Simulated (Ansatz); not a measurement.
Stepwise reaction of `[F][Zr]([F])([SeH])[SeH]` with water, as a gas-phase model of exchange steps in deposition or etching. ΔE in kJ/mol.

Program: Ansatz. Geometries: PBE0-D4/def2-TZVP. ΔE: electronic, gas phase. CCSD(T)/CBS is the MP2 limit (def2-TZVPP, def2-QZVPP) plus CCSD(T) − MP2 in def2-TZVPP, frozen cores. This one scheme is used for every species. DFT in def2-TZVPP. B3LYP here is the variant with VWN-RPA as its local correlation; programs differ in this. Elements past krypton have def2 core potentials. For Se, Zr outer-core shells are correlated without core-valence functions, which leaves a few kJ/mol of doubt a bond. Scalar relativity is left out up to krypton. Each species was taken in one conformer, which may not be the lowest.

```
step                                                           reaction  PBE-D4  B3LYP-D4  ωB97M-V  CCSD(T)/CBS
   2  `[OH][Zr]([F])([F])[SeH]` + H₂O → `[OH][Zr]([OH])([F])[F]` + H₂Se   -25.2     -33.4    -34.5        -26.2
```

(1) Give the row of step 1, `[F][Zr]([F])([SeH])[SeH]` + H₂O → `[OH][Zr]([F])([F])[SeH]` + H₂Se. (An estimate is asked.)

(2) By hand: ΔE of the 2 steps together at CCSD(T)/CBS.

## Answers

(1) Ansatz gave: 
```csv
step,reaction,PBE-D4,B3LYP-D4,ωB97M-V,CCSD(T)/CBS
1,`[F][Zr]([F])([SeH])[SeH]` + H₂O → `[OH][Zr]([F])([F])[SeH]` + H₂Se,-32.8,-41.5,-45.2,-33.3
```

(2) (-33.3) + (-26.2) = -59.5 kJ/mol, or -29.8 kJ/mol a step.

In ΔE each step is higher than the one before. All are downhill at CCSD(T)/CBS. PBE-D4 differs from CCSD(T)/CBS by 0.5 to 1.0 kJ/mol a step. Only this route is followed, and other bonds may react first. Isolated molecules leave out the surface, adducts and barriers. Largest T1 diagnostic: 0.017.
